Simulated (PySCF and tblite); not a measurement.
Results of a calculation; reference values are marked as such.
C₆H₃FSe₂, numbered as in [CH:1]#[C:2][C:3]1=[C:4]([F:5])[Se:6][C:7](=[CH2:8])[Se:9]1.

Free energies: PBE0-D3(BJ)/6-31G* on GFN2-xTB structures plus GFN2-xTB thermal terms, symmetry and mirror images included. Conformers within 2.5 kcal/mol (GFN2-xTB free energy) were kept, 4 at most. GIAO shieldings: PBE0/6-31G*. Shifts are against TMS (¹H), TMS (¹³C), CFCl3 (¹⁹F), Me2Se (⁷⁷Se) at the same level; of two unlike H on one atom, a is the less shielded. Programs: PySCF with density fitting and tblite.

(1) List the conformer-averaged shifts at 298.15 K.

Spin–orbit effects of the heavy atoms on shieldings are missing. Unscaled ¹⁹F shifts at such levels can be off by tens of ppm; differences between conformers or isomers are more reliable. Shifts are unscaled: against experiment ¹³C can be off by 15 ppm or more and ¹H by 0.8 ppm.

Results:

(1) ¹H: 5.44 (H8a, 1H), 5.36 (H8b, 1H), 2.79 (H1, 1H) ppm. ¹³C: 158.8 (C4), 141.4 (C7), 107.1 (C8), 98.1 (C3), 85.4 (C1), 65.6 (C2) ppm. ¹⁹F: -76.8 (F5) ppm. ⁷⁷Se: 579.5 (Se9), 502.2 (Se6) ppm.
